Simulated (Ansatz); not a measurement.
Ru3Pt. Charge 0, multiplicity 1. Geometry r2SCAN-D4/def2-SVP, basis def2-TZVP, Ansatz.

| atom | x (Å) | y (Å) | z (Å) |
| --- | --- | --- | --- |
| Pt1 | -0.528 | -0.327 | 1.385 |
| Ru2 | 1.223 | -1.287 | -0.151 |
| Ru3 | -0.288 | -0.120 | -1.172 |
| Ru4 | -0.407 | 1.734 | -0.061 |

| run | HOMO (eV) | LUMO (eV) |
| --- | --- | --- |
| A | -3.65 | -3.54 |
| B | -6.69 | 0.23 |
| C | -3.56 | -3.43 |
| D | -3.72 | -3.40 |
| E | -4.46 | -2.63 |

In the def2 sets Pt, Ru take a core potential; there is no spin–orbit coupling. Another isomer (triplet) lies 1.95 eV lower at PBE0-D4/def2-TZVP; other spin states weren't run for this one.

Task: The runs used HF, PBE, PBE0, r2SCAN, revPBE. Estimate which is which.

Result: A PBE (0 % exact exchange); B HF (100 % exact exchange); C revPBE (0 % exact exchange); D r2SCAN (0 % exact exchange); E PBE0 (25 % exact exchange). Exact exchange lowers occupied and raises empty levels; among semilocal functionals meta-GGAs tend to open the gap a little, and such runs are hard to tell apart. The gap grows from 0.11 eV (PBE) to 6.92 eV (HF).
